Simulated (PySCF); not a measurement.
Species: C₄H₁₂NSi₂ (doublet state).
Numbering: `[CH3:1][SiH:2][N:3]([SiH3:4])[CH:5]1[CH2:6][CH2:7]1` (hydrogens: H8, H9, H10 on C1; H11 on Si2; H12, H13, H14 on Si4; H15 on C5; H16, H17 on C6; H18, H19 on C7)

Structure used (GFN2-xTB), in Å, numbered top down from 1:
```xyz
19
C4H12NSi2 angstrom
C     -2.1796    1.0499   -1.3205
Si    -1.0383    1.0239    0.1965
N     -0.0926   -0.4447    0.2633
Si    -0.7745   -2.0289    0.0876
C      1.3230   -0.3754    0.4295
C      1.9594    0.7002    1.2543
C      2.1349    0.6913   -0.2386
H     -2.8387    0.1842   -1.3072
H     -1.6273    1.0287   -2.2558
H     -2.7999    1.9407   -1.3183
H     -1.7729    1.1734    1.4628
H     -2.2213   -1.8670    0.1938
H     -0.2675   -2.8779    1.1688
H     -0.4044   -2.6036   -1.2112
H      1.7784   -1.3572    0.4866
H      2.8051    0.4458    1.8749
H      1.3085    1.4527    1.6736
H      1.5958    1.4381   -0.8038
H      3.1021    0.4349   -0.6437
```

The hyperfine couplings belong to this conformer and change with its torsions.

Computed, not measured: UKS B3LYP, pcH-1 on C H N Si, non-relativistic, mean-field spin-orbit, GIAO in PySCF. Geometry: GFN2-xTB, one conformer, isolated molecule. The geometry wasn't refined by DFT: couplings that depend on bond lengths, twists or pyramidal angles can differ widely from those at the functional's own minimum, by a factor of two or more for some ions and for spin on atoms past the first row. No stability test was run, so a lower SCF solution isn't excluded.

Principal values of hyperfine tensors in MHz (contact, dipolar and spin–orbit terms together), for some of the nuclei:

| atom | isotope | A1 | A2 | A3 |
| --- | --- | --- | --- | --- |
| Si2 | 29Si | -681.33 | -425.63 | -423.75 |
| H11 | 1H | 75.79 | 85.70 | 92.95 |
| H8 | 1H | 56.13 | 60.36 | 63.98 |
| Si4 | 29Si | -35.85 | -29.30 | -28.81 |
| C1 | 13C | 18.05 | 18.46 | 30.00 |
| C5 | 13C | 12.05 | 12.91 | 15.10 |
| C6 | 13C | 10.49 | 11.07 | 14.20 |
| C7 | 13C | 4.74 | 6.11 | 9.65 |

Task: Give the isotropic coupling of each nucleus in MHz and in mT (g = 2.0030), and the anisotropic part.

Result: a_iso is a third of the trace, T = A − a_iso, and a(mT) = a(MHz)/(g × 13.996). The tensors hold a spin–orbit part: the run splits a_iso into a_FC + a_SO, and T includes its anisotropic share.

```csv
atom,a_iso (MHz),a_FC,a_SO,a_iso (mT),T1,T2,T3
Si2,-510.24,-511.30,1.07,-18.200,-171.10,84.61,86.49
H11,84.81,84.80,0.01,3.025,-9.02,0.88,8.14
H8,60.16,60.16,0.00,2.146,-4.03,0.20,3.83
Si4,-31.32,-31.35,0.03,-1.117,-4.53,2.02,2.51
C1,22.17,22.15,0.02,0.791,-4.12,-3.71,7.83
C5,13.35,13.35,0.00,0.476,-1.30,-0.45,1.74
C6,11.92,11.92,0.00,0.425,-1.43,-0.85,2.28
C7,6.83,6.84,0.00,0.244,-2.09,-0.72,2.81
```

Task: What spin density at the nucleus of C7 lies behind its contact coupling (g_N = 1.40482)?

Result: a_FC = (2μ0/3) gₑ μB g_N μN ρ(0)/(2S·h) = 800.24 MHz × g_N × ρ(0)/(2S), with ρ in bohr⁻³. With a_FC = 6.84 MHz and 2S = 1, ρ(0) = 0.006082 bohr⁻³.

Task: H13 (1H, g_N = 5.58569) isn't in the table. Its spin density at the nucleus is 0.002158 bohr⁻³. What is its contact coupling?

Result: By the same relation, a_FC = 9.65 MHz. Its full tensor has the principal values 8.61, 8.84, 11.48 MHz.

Task: Which nucleus of the table has the largest anisotropic coupling, and what is its form?

Result: Si2: -171.1, 84.6, 86.5 MHz (the dipolar term alone has -170.1, 84.1, 86.0), axial, in the ratio +1:+1:−2, the form that spin in one p orbital centred on that nucleus gives (the nuclear moment is negative).

Task: In a single crystal, with the field along each principal axis of the tensor of H11 in turn, what first-order splitting does this nucleus give (isotropic g, quadrupole terms neglected)?

Result: 2 lines (I = 1/2), spaced by |A_i|/(g × 13.996): 2.70, 3.06, 3.32 mT along the axes of A1, A2 and A3.

Time: 5.1 min (with the writing of density and orbital grids); peak memory 0.99 GiB. Hardware: one thread, Intel Xeon at 2.50 GHz (x86_64), no GPU, shared host with 64 logical CPUs at a one-minute load of 57.
